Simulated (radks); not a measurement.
Question: Species: Sr. Configuration: [Kr] 5s2 (the NIST ground configuration). Method: Dirac Kohn-Sham, BP86, spin-unpolarised, spherical densities, point nucleus; computed with a radial shooting solver on a logarithmic mesh with Libxc functionals. Some entries of the table are withheld. Estimate them.

| orbital | occ. | eigenvalue (eV) | <1/r> (bohr^-1) | <r> (bohr) |
|---|---|---|---|---|
| 1s1/2 | 2 | -15934.91 | 39.00 | 0.03916 |
| 2s1/2 | 2 | -2157.404 | 8.781 | 0.1722 |
| 2p1/2 | 2 | -1963.352 | 8.752 | (1) |
| 2p3/2 | 4 | -1894.909 | 8.412 | (2) |
| 3s1/2 | 2 | -333.7169 | (3) | 0.4919 |
| 3p1/2 | 2 | -263.2748 | 2.825 | 0.4914 |
| 3p3/2 | 4 | -252.7819 | 2.743 | 0.5018 |
| 3d3/2 | 4 | -129.1731 | (4) | 0.4962 |
| 3d5/2 | 6 | -127.3423 | (5) | 0.4999 |
| 4s1/2 | 2 | -40.9615 | 0.9934 | 1.357 |
| 4p1/2 | 2 | (6) | 0.8630 | (7) |
| 4p3/2 | 4 | (8) | 0.8414 | (9) |
| 5s1/2 | 2 | -3.6498 | 0.2953 | 4.299 |

Answer: 
(1) 2p1/2 <r> (bohr): 0.1475
(2) 2p3/2 <r> (bohr): 0.1516
(3) 3s1/2 <1/r> (bohr^-1): 2.935
(4) 3d3/2 <1/r> (bohr^-1): 2.520
(5) 3d5/2 <1/r> (bohr^-1): 2.499
(6) 4p1/2 eigenvalue (eV): -23.6722
(7) 4p1/2 <r> (bohr): 1.546
(8) 4p3/2 eigenvalue (eV): -22.5087
(9) 4p3/2 <r> (bohr): 1.580
